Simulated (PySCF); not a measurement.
C8H5FS2, SMILES s1ccc(F)c1-c1cscc1, GFN2-xTB optimised geometry.

```
16

F      1.00     2.26     0.00
C      1.40     0.97     0.00
C      2.76     0.62     0.00
C      2.93    -0.73     0.00
S      1.43    -1.57     0.00
C      0.52    -0.08     0.00
C     -0.92    -0.08     0.00
C     -1.70    -1.27     0.00
C     -3.03    -1.03     0.00
S     -3.37     0.66     0.00
C     -1.70     1.04     0.00
H      3.56     1.34     0.00
H      3.84    -1.29     0.00
H     -1.27    -2.26     0.00
H     -3.84    -1.73     0.00
H     -1.40     2.06     0.00
```

Density from CAM-B3LYP/def2-TZVP (PySCF 2.14.0) at that geometry.

Minimum of the electron density along straight lines between bonded atoms, close to the bond critical point (lines longer than 1.1 times the sum of covalent radii, or with two minima, are not listed):

| bond | length / Å | ρ at the minimum / e bohr⁻³ | ∇²ρ there / e bohr⁻⁵ | position (fraction from the first atom) |
|---|---|---|---|---|
| F1–C2 | 1.345 | ? | ? | 0.67 |
| C2–C3 | 1.409 | 0.312 | -0.92 | 0.52 |
| C3–C4 | 1.357 | 0.337 | -1.00 | 0.49 |
| C4–S5 | 1.718 | 0.220 | -0.47 | 0.48 |
| C2–C6 | 1.372 | 0.331 | -0.96 | 0.51 |
| S5–C6 | 1.737 | 0.212 | -0.44 | 0.52 |
| C6–C7 | 1.441 | 0.289 | -0.84 | 0.51 |
| C7–C8 | 1.426 | 0.300 | -0.85 | 0.51 |
| C8–C9 | 1.352 | 0.341 | -1.02 | 0.49 |
| C9–S10 | 1.722 | 0.218 | -0.46 | 0.48 |
| C7–C11 | 1.370 | 0.329 | -0.96 | 0.50 |
| S10–C11 | 1.712 | 0.222 | -0.48 | 0.52 |
| C3–H12 | 1.074 | 0.290 | -1.06 | 0.65 |
| C4–H13 | 1.071 | 0.293 | -1.08 | 0.65 |
| C8–H14 | 1.075 | 0.290 | -1.05 | 0.65 |
| C9–H15 | 1.071 | 0.293 | -1.07 | 0.65 |
| C11–H16 | 1.071 | 0.294 | -1.08 | 0.66 |

Question: Fill in the missing entries.

Answer: 
- F1–C2, ρ at the minimum / e bohr⁻³: 0.263
- F1–C2, ∇²ρ there / e bohr⁻⁵: -0.07
